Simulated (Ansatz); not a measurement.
Frontier orbitals of `[CH3][In]([SH])[Br]`.

```xyz
8

C     0.8506    0.8020    1.0849
In   -0.2372   -0.1927   -0.4545
S    -1.7623   -2.0045   -0.2638
Br    0.0273    0.5274   -2.8182
H     1.5807    0.1133    1.5107
H     0.1647    1.1221    1.8689
H     1.3617    1.6644    0.6606
H    -1.9855   -2.0320   -1.5886
```

The species carries charge 0 and has multiplicity 1. Correlated methods include outer-core shells of Br, In, which these sets cover unevenly. Scalar relativity is left out up to krypton. In takes the def2 core potential. The geometry is a stationary point of PBE0-D4/def2-TZVP. It is one conformer, not always the lowest. Basis def2-TZVPP, Ansatz 0.2.0.

```
functional  HOMO (eV)  LUMO (eV)  gap (eV)
       PBE      -6.42      -2.19      4.23
    revPBE      -6.37      -2.08      4.29
      BLYP      -6.25      -2.14      4.11
    r2SCAN      -6.71      -1.96      4.75
      PBE0      -7.63      -1.35      6.28
     B3LYP      -7.37      -1.64      5.73
   r2SCAN0      -7.82      -1.21      6.61
 CAM-B3LYP      -8.93      -0.50      8.43
   LC-ωPBE     -10.36       0.60     10.96
   ωB97M-V      -9.82       0.21     10.03
```

From PBE to PBE0 the HOMO moves by −1.20 eV and the LUMO by +0.85 eV, and with ωB97M-V by −3.39 and +2.40 eV, so the gap grows from 4.23 to 10.02 eV with exact exchange. A positive LUMO is unbound and depends on the basis.

B3LYP here is the variant with VWN-RPA as its local correlation; programs differ in this. LC-ωPBE has ω = 0.4 bohr⁻¹.
